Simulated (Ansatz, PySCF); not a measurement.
H3O3W, SMILES [W]([OH])([OH])[OH] (connectivity only; charge and spin as stated), neutral, multiplicity 4. Atoms are numbered in the order given.

```xyz
7

W      0.0063    -0.0129     0.0000
O      0.1167    -0.9619     1.6661
H     -0.6721    -1.2431     2.1551
O      0.1167    -0.9619    -1.6661
H     -0.6721    -1.2431    -2.1551
O     -0.1691     1.9003     0.0000
H      0.6101     2.4782     0.0000
```
Charge 0, spin multiplicity 4.

Coordinates come from a B3LYP-D3(BJ)/def2-SVP optimisation. The spin state was assumed, not searched. The def2 effective core potentials stand for the cores of W; spin–orbit coupling is left out. One conformer was computed; it need not be the lowest.

Two levels are set side by side: PBE-D3(BJ)/def2-SVP (Ansatz, a quantum-chemistry and plane-wave program) and B3LYP-D3(BJ)/def2-SVP (Ansatz). Each level has its own optimised geometry; the coordinates shown are those of the second. Frequencies come from the Hessian of PySCF at each geometry. Differences are taken from unrounded values.

```
quantity                            B3LYP-D3(BJ)
----------------------------------  ------------
mean bond length (Å)                       1.445
bond W1–O2 (Å)                             1.921
bond W1–O4 (Å)                             1.921
bond W1–O6 (Å)                             1.921
bond O2–H3 (Å)                             0.970
bond O4–H5 (Å)                             0.970
bond O6–H7 (Å)                             0.970
highest harmonic wavenumber (cm⁻¹)          3767
mean harmonic wavenumber (cm⁻¹)             1145
zero-point energy (kcal/mol)               24.54
```

Problem. What does PBE-D3(BJ) give, and how far is it from B3LYP-D3(BJ)? (An estimate is asked for; the answer gives what the named calculation found.)

Solution. 
```json
[
 {"quantity": "mean bond length (Å)", "PBE-D3(BJ)": "1.451", "PBE-D3(BJ) minus B3LYP-D3(BJ)": "0.006"},
 {"quantity": "bond W1–O2 (Å)", "PBE-D3(BJ)": "1.923", "PBE-D3(BJ) minus B3LYP-D3(BJ)": "0.003"},
 {"quantity": "bond W1–O4 (Å)", "PBE-D3(BJ)": "1.923", "PBE-D3(BJ) minus B3LYP-D3(BJ)": "0.003"},
 {"quantity": "bond W1–O6 (Å)", "PBE-D3(BJ)": "1.924", "PBE-D3(BJ) minus B3LYP-D3(BJ)": "0.003"},
 {"quantity": "bond O2–H3 (Å)", "PBE-D3(BJ)": "0.979", "PBE-D3(BJ) minus B3LYP-D3(BJ)": "0.010"},
 {"quantity": "bond O4–H5 (Å)", "PBE-D3(BJ)": "0.979", "PBE-D3(BJ) minus B3LYP-D3(BJ)": "0.010"},
 {"quantity": "bond O6–H7 (Å)", "PBE-D3(BJ)": "0.980", "PBE-D3(BJ) minus B3LYP-D3(BJ)": "0.010"},
 {"quantity": "highest harmonic wavenumber (cm⁻¹)", "PBE-D3(BJ)": "3630", "PBE-D3(BJ) minus B3LYP-D3(BJ)": "-137"},
 {"quantity": "mean harmonic wavenumber (cm⁻¹)", "PBE-D3(BJ)": "1111", "PBE-D3(BJ) minus B3LYP-D3(BJ)": "-34"},
 {"quantity": "zero-point energy (kcal/mol)", "PBE-D3(BJ)": "23.82", "PBE-D3(BJ) minus B3LYP-D3(BJ)": "-0.73"}
]
```

Exact exchange shortens and stiffens bonds; PBE has none. Differences between two approximate levels are no errors against the true value.
